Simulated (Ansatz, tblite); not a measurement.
Forces on `CN(C)c1ccc(-c2ccc(-c3ccc(-c4ccc(-c5ccc(-c6ccc(C#N)[te]6)[te]5)[te]4)[te]3)[te]2)[te]1` at its r2SCAN-D4/def2-SVP geometry. The state is a singlet with charge 0.

In the def2 sets Te takes a core potential; there is no spin–orbit coupling. The xTB rows come from tblite. Single mean-field runs in def2-SVP are fitted with def2-universal-jkfit. The restricted singlet is unstable towards broken spin symmetry at other levels; at BLYP-D4/def2-SVP, PBE0-D4/def2-SVP this wasn't settled.

GFN2-xTB (tblite), largest force 2.36 eV/Å:

```xyz
53
positions Å, forces eV/Å
C    -0.055    5.916   10.493   -0.003    0.101    0.141
N     0.176    4.495   10.326   -0.030    0.103   -0.093
C     0.445    3.642   11.461   -0.020    0.116    0.023
C     0.152    3.978    9.070   -0.072    0.081   -0.677
C    -0.081    4.666    7.883    0.086   -0.299    0.346
C    -0.062    3.928    6.678    0.032   -0.242   -0.078
C     0.181    2.563    6.682   -0.034    0.249    0.109
C     0.238    1.663    5.586    0.037   -0.284   -0.153
C     0.484    0.293    5.594   -0.045    0.283    0.032
C     0.497   -0.426    4.381   -0.024    0.035   -0.156
C     0.263    0.242    3.183    0.082   -0.257    0.347
C     0.238   -0.320    1.871    0.074   -0.430   -0.059
C     0.440   -1.654    1.518   -0.031    0.187    0.094
C     0.377   -2.027    0.162   -0.039    0.126   -0.231
C     0.116   -1.069   -0.813    0.043   -0.109    0.272
C     0.012   -1.239   -2.217   -0.046    0.134   -0.266
C    -0.252   -0.271   -3.184    0.060   -0.240    0.210
C    -0.316   -0.641   -4.540    0.042   -0.256   -0.070
C    -0.116   -1.967   -4.905   -0.026    0.222    0.128
C    -0.140   -2.534   -6.206    0.028   -0.251   -0.130
C     0.059   -3.863   -6.570   -0.044    0.300    0.063
C    -0.006   -4.228   -7.929   -0.050    0.163   -0.182
C    -0.268   -3.262   -8.891    0.043   -0.139    0.205
C    -0.375   -3.427  -10.302   -0.049    0.185   -0.231
C    -0.637   -2.453  -11.260    0.047   -0.146    0.213
C    -0.703   -2.816  -12.623    0.030   -0.191   -0.056
C    -0.504   -4.145  -12.961   -0.083    0.389   -0.189
C    -0.529   -4.700  -14.251   -0.032   -0.567   -1.361
N    -0.546   -5.184  -15.317    0.035    0.972    2.146
Te   -0.137   -5.298  -11.249    0.031   -0.130    0.111
Te   -0.508   -1.389   -7.944    0.003   -0.001    0.022
Te    0.254   -3.113   -3.165   -0.009    0.043    0.011
Te   -0.124    0.807    0.130   -0.004    0.096    0.158
Te   -0.063    2.285    3.590   -0.008   -0.051   -0.173
Te    0.481    1.929    8.684   -0.017    0.074   -0.032
H    -0.008    6.172   11.559   -0.015   -0.061   -0.305
H    -1.048    6.208   10.107    0.296   -0.156    0.129
H     0.705    6.512    9.956   -0.201   -0.241    0.172
H     0.415    4.232   12.385    0.005   -0.147   -0.275
H    -0.309    2.836   11.546    0.220    0.232   -0.114
H     1.444    3.172   11.386   -0.306    0.133   -0.064
H    -0.272    5.742    7.873    0.085   -0.517   -0.071
H    -0.242    4.439    5.724    0.073   -0.221    0.357
H     0.667   -0.224    6.544   -0.073    0.214   -0.352
H     0.691   -1.504    4.384   -0.082    0.487    0.060
H     0.645   -2.405    2.287   -0.089    0.303   -0.387
H     0.533   -3.073   -0.131   -0.062    0.397    0.091
H    -0.408    0.772   -2.885    0.064   -0.413   -0.091
H    -0.523    0.114   -5.309    0.079   -0.305    0.275
H     0.266   -4.617   -5.802   -0.081    0.309   -0.286
H     0.150   -5.273   -8.227   -0.063    0.412    0.092
H    -0.789   -1.411  -10.957    0.060   -0.409   -0.101
H    -0.907   -2.075  -13.401    0.083   -0.283    0.376
```

BLYP-D4/def2-SVP (Ansatz), largest force 0.94 eV/Å:

```
C -0.013 0.109 0.069
N -0.004 0.051 0.113
C 0.020 -0.035 0.126
C -0.014 0.011 -0.101
C -0.038 0.211 -0.022
C -0.040 0.114 -0.183
C -0.006 -0.067 -0.179
C 0.011 0.053 0.192
C 0.037 -0.101 0.168
C 0.036 -0.210 0.018
C 0.010 -0.120 -0.157
C 0.019 0.027 0.200
C 0.032 -0.148 0.136
C 0.038 -0.201 -0.044
C -0.003 -0.101 -0.182
C 0.004 0.100 0.188
C -0.034 0.197 0.044
C -0.037 0.159 -0.135
C -0.015 -0.023 -0.209
C 0.016 0.006 0.213
C 0.043 -0.149 0.136
C 0.029 -0.209 -0.040
C -0.004 -0.088 -0.193
C 0.004 0.111 0.195
C -0.030 0.205 0.053
C -0.044 0.191 -0.118
C -0.014 -0.024 -0.221
C 0.006 0.254 0.536
N -0.011 -0.399 -0.855
Te 0.132 -0.664 0.196
Te -0.125 0.621 -0.163
Te 0.123 -0.613 0.164
Te -0.129 0.618 -0.203
Te -0.134 0.570 -0.306
Te 0.127 -0.571 0.270
H 0.004 0.091 0.232
H -0.207 0.098 -0.087
H 0.146 0.159 -0.117
H -0.001 0.104 0.222
H -0.139 -0.193 0.042
H 0.206 -0.127 0.011
H -0.030 0.161 -0.018
H -0.030 0.093 -0.146
H 0.030 -0.095 0.149
H 0.033 -0.181 0.006
H 0.035 -0.128 0.129
H 0.026 -0.171 -0.035
H -0.027 0.171 0.034
H -0.035 0.130 -0.114
H 0.034 -0.132 0.113
H 0.027 -0.171 -0.037
H -0.027 0.170 0.038
H -0.038 0.136 -0.130
```

PBE0-D4/def2-SVP (Ansatz), largest force 0.93 eV/Å:

```
C 0.037 -0.230 -0.049
N -0.002 0.018 -0.019
C -0.035 0.098 -0.201
C -0.025 0.077 -0.101
C 0.050 -0.129 0.276
C 0.070 -0.418 -0.023
C -0.035 0.355 0.311
C 0.040 -0.384 -0.326
C -0.066 0.429 0.086
C -0.074 0.167 -0.420
C 0.040 0.064 0.497
C 0.026 -0.329 -0.390
C -0.062 0.398 0.178
C -0.075 0.262 -0.385
C 0.052 -0.022 0.539
C -0.053 0.037 -0.532
C 0.077 -0.249 0.388
C 0.058 -0.419 -0.212
C -0.006 0.281 0.441
C 0.006 -0.294 -0.443
C -0.048 0.406 0.207
C -0.083 0.243 -0.375
C 0.048 -0.010 0.500
C -0.045 0.010 -0.512
C 0.075 -0.230 0.355
C 0.053 -0.392 -0.166
C -0.005 0.296 0.448
C -0.022 -0.348 -0.857
N 0.015 0.330 0.756
Te -0.077 0.373 -0.083
Te 0.081 -0.397 0.108
Te -0.084 0.408 -0.103
Te 0.077 -0.398 0.082
Te 0.077 -0.329 0.220
Te -0.076 0.308 -0.230
H -0.001 0.000 -0.012
H 0.023 -0.006 0.018
H -0.017 -0.013 0.022
H 0.000 -0.012 -0.013
H 0.016 0.024 0.009
H -0.022 0.018 0.014
H 0.011 -0.057 0.004
H 0.007 -0.012 0.050
H -0.009 0.017 -0.057
H -0.009 0.050 0.002
H -0.010 0.038 -0.037
H -0.007 0.047 0.029
H 0.006 -0.050 -0.030
H 0.008 -0.027 0.048
H -0.010 0.027 -0.050
H -0.005 0.048 0.029
H 0.004 -0.048 -0.029
H 0.006 -0.027 0.038
```
